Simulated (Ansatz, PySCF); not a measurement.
This Ansatz (a program for electronic structure) input computes a CCSD(T)/cc-pVDZ energy:

Ansatz 0.2 input:
```yaml
crystal:
  periodic: [false, false, false]
  atoms:
    - {symbol: C, position_ang: [1.58735532, 1.00250970, 0.74862223]}
    - {symbol: C, position_ang: [0.60003846, 0.34711470, 0.36065882]}
    - {symbol: C, position_ang: [-0.51716083, -0.45249610, 0.06311566]}
    - {symbol: O, position_ang: [-1.14520493, -0.53716195, -0.99400345]}
    - {symbol: H, position_ang: [-0.85975827, -1.08547426, 0.91764740]}
basis:
  gaussian:
    orbitals: cc-pVDZ
total_charge: -1
magnetization: {spin_polarized: false}
correlation: {method: ccsd_t, electrons: outside_noble_gas}
```

Task: Write an input for the same energy in PySCF and say what it gives.

Result: 
```python
from pyscf import gto, scf, mp, cc as ccmod

mol = gto.M(
    atom='''
    C     1.58735532    1.00250970    0.74862223
    C     0.60003846    0.34711470    0.36065882
    C    -0.51716083   -0.45249610    0.06311566
    O    -1.14520493   -0.53716195   -0.99400345
    H    -0.85975827   -1.08547426    0.91764740
    ''',
    basis='cc-pvdz',
    charge=-1,
    spin=0,
    verbose=4,
)

mf = scf.RHF(mol)
mf.conv_tol = 1e-10
mf.max_cycle = 100
mf.kernel()
mp2 = mp.MP2(mf, frozen=4).run()
cc = ccmod.CCSD(mf, frozen=4)
cc.max_cycle = 100
cc.kernel()
et = cc.ccsd_t()
print(f'E(CCSD(T)) = {cc.e_tot + et:.9f}')
```
It gives -189.55532 Eh, and Ansatz -189.55531 Eh, a difference of 0.01 mEh.

It need not be the lowest isomer of its formula. Whether it binds its extra electron was not tested at this geometry.
